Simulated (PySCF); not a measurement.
Predicted microwave data (CAM-B3LYP/def2-SVPD in PySCF (dipole) on a GFN2-xTB geometry, gas phase) for one isomer of C4H12N2Si:

```
Rotational constants : A = 2708, B = 1772, C = 1573 MHz
Dipole components    : |μa| = 0.78 D, |μb| = 0.08 D, |μc| = 0.39 D
Inertial defect      : -150.63 u·Å²
κ                    : -0.65
```

Question: Which structure is it? (One computed conformer of each.)
A. `[CH3:1][NH:2][N:3]([SiH3:4])[CH:5]1[CH2:6][CH2:7]1` with C1–N2–N3–Si4 -95°, N2–N3–C5–C6 -166°
B. `[CH3:1][N:2]1[CH2:3][CH2:4][Si@@:5]1([CH3:6])[NH2:7]` with C4–Si5–N7–H -108° and 37°
C. `[CH3:1][CH2:2][C@H:3]1[CH2:4][NH:5][SiH2:6][NH:7]1` with C1–C2–C3–C4 171°, C2–C3–C4–N5 157°, C3–C4–N5–Si6 -31°, C4–N5–Si6–N7 13°, N5–Si6–N7–C3 10°
D. `[CH2:1]=[C:2]([SiH2:3][NH2:4])[N:5]([CH3:6])[CH3:7]` with C1–C2–Si3–N4 -136°, C2–Si3–N4–H 176° and 41°
E. `[CH3:1][C@@H:2]1[CH2:3][CH2:4][NH:5][N:6]1[SiH3:7]` with C1–C2–C3–C4 -108°, C2–C3–C4–N5 -31°, C3–C4–N5–N6 39°, C4–N5–N6–Si7 167°
F. `[CH2:1]=[CH:2][CH2:3][N:4]([CH3:5])[NH:6][SiH3:7]` with C1–C2–C3–N4 132°, C2–C3–N4–C5 174°, C3–N4–N6–Si7 137°

Answer: B. It is CN1CC[Si@@]1(C)N, an asymmetric top, point group C1. The candidates at the same level (rigid rotor, commonest isotopes):

```json
{"SMILES": "C[C@@H]1CCNN1[SiH3]", "A (MHz)": "3195", "B (MHz)": "1856", "C (MHz)": "1301", "μa (D)": "1.66", "μb (D)": "0.50", "μc (D)": "1.08", "Δ (u·Å²)": "-42.02", "point group": "C1", "rotor": "asymmetric top"}
{"SMILES": "CNN([SiH3])C1CC1", "A (MHz)": "2488", "B (MHz)": "2020", "C (MHz)": "1322", "μa (D)": "0.96", "μb (D)": "1.55", "μc (D)": "0.07", "Δ (u·Å²)": "-71.16", "point group": "C1", "rotor": "asymmetric top"}
{"SMILES": "C=C([SiH2]N)N(C)C", "A (MHz)": "3147", "B (MHz)": "1585", "C (MHz)": "1203", "μa (D)": "0.19", "μb (D)": "0.99", "μc (D)": "0.74", "Δ (u·Å²)": "-59.25", "point group": "C1", "rotor": "asymmetric top"}
{"SMILES": "CN1CC[Si@@]1(C)N", "A (MHz)": "2708", "B (MHz)": "1772", "C (MHz)": "1573", "μa (D)": "0.78", "μb (D)": "0.08", "μc (D)": "0.39", "Δ (u·Å²)": "-150.63", "point group": "C1", "rotor": "asymmetric top"}
{"SMILES": "CC[C@H]1CN[SiH2]N1", "A (MHz)": "4651", "B (MHz)": "1389", "C (MHz)": "1138", "μa (D)": "0.55", "μb (D)": "0.43", "μc (D)": "0.05", "Δ (u·Å²)": "-28.34", "point group": "C1", "rotor": "asymmetric top"}
{"SMILES": "C=CCN(C)N[SiH3]", "A (MHz)": "2696", "B (MHz)": "1473", "C (MHz)": "1033", "μa (D)": "0.25", "μb (D)": "1.19", "μc (D)": "0.91", "Δ (u·Å²)": "-41.29", "point group": "C1", "rotor": "asymmetric top"}
```

`CC[C@H]1CN[SiH2]N1` has A 72 % too high; `CNN([SiH3])C1CC1` has C 16 % too low; `C=CCN(C)N[SiH3]` has C 34 % too low; `C[C@@H]1CCNN1[SiH3]` has A 18 % too high; `C=C([SiH2]N)N(C)C` has C 24 % too low. No structure here is proved a minimum.
